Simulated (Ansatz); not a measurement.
A nudged elastic band was laid between two geometries of C$_{2}$H$_{5}$FGeO (10 atoms, charge 0, multiplicity 1).

All numbers below come from RKS revPBE/def2-SVP (Ansatz 0.2.0).

```yaml
movable_images: 5
climbing_image: yes
spring: 5.0 eV/Å²
optimiser: quadratic models (default)
start_path: IDPP
force_threshold: 0.05 eV/Å
iteration_limit: 60
end_points: relaxed
```

Initial state:

```xyz
10
Properties=species:S:1:pos:R:3
C -0.908 0.049 1.177
C -0.125 0.539 -0.023
O 1.296 0.570 0.091
Ge 0.816 -0.605 -1.294
F 1.330 0.074 -2.844
H -0.802 0.796 1.996
H -0.528 -0.918 1.561
H -1.987 -0.049 0.941
H -0.572 1.433 -0.516
H 1.563 -1.940 -1.087
```

Final state:

```xyz
10
Properties=species:S:1:pos:R:3
C -0.674 0.114 1.323
C 0.141 0.527 0.114
O 1.420 -0.085 -0.053
Ge 0.333 -0.517 -1.523
F 0.968 0.270 -2.975
H -1.691 0.555 1.290
H -0.165 0.491 2.238
H -0.755 -0.987 1.420
H 0.120 1.623 -0.087
H 0.388 -2.043 -1.745
```

(1) What changes between the two ends?

(2) Give the energies along the band, and the barrier.

(3) What is the geometry of the highest image?

(4) What are the harmonic wavenumbers there?

Answers

(1) No bond is made or broken. The dihedral H8–C1–C2–Ge4 goes from -95 to 28°. The two ends are copies of one structure, up to a mirror image or an exchange of like atoms.

(2) The run converged. The highest image is number 3 of 0 to 6, 10.9 kJ/mol above the ends, which have the same energy within 2 meV. A vibrational analysis at the climbing image gives one clearly imaginary mode, 216i cm⁻¹: a first-order saddle point.

```
image  path coordinate (Å)  energy (kJ/mol)  dihedral H8–C1–C2–Ge4 (°)
    0                 0.00              0.0                        -95
    1                 0.55              2.5                        -75
    2                 1.10              8.0                        -54
    3                 1.65             10.9                        -33
    4                 2.20              8.1                        -13
    5                 2.74              2.7                          8
    6                 3.29              0.0                         28
```

(3) 
```xyz
10
Properties=species:S:1:pos:R:3:forces:R:3
C -0.745 0.100 1.303 0.01 -0.01 -0.01
C 0.059 0.548 0.084 0.00 -0.01 -0.02
O 1.414 0.099 -0.003 0.00 0.00 0.00
Ge 0.467 -0.545 -1.487 -0.02 0.01 0.00
F 1.060 0.245 -2.956 0.00 -0.01 0.00
H -1.212 0.966 1.815 0.00 0.00 0.00
H -0.050 -0.399 2.008 0.00 0.00 0.01
H -1.553 -0.619 1.060 0.00 0.00 0.00
H -0.088 1.613 -0.203 0.00 0.00 0.00
H 0.732 -2.060 -1.618 0.00 0.00 0.00
```

(4) 216i, 126, 134, 245, 264, 454, 570, 596, 670, 693, 868, 912, 1037, 1076, 1103, 1294, 1338, 1403, 1414, 2100, 2966, 2975, 3062, 3074 cm⁻¹.

Time of the run: 46 s on 2 threads of Arm Neoverse V2, with other jobs on the host, peak memory 0.15 GiB.
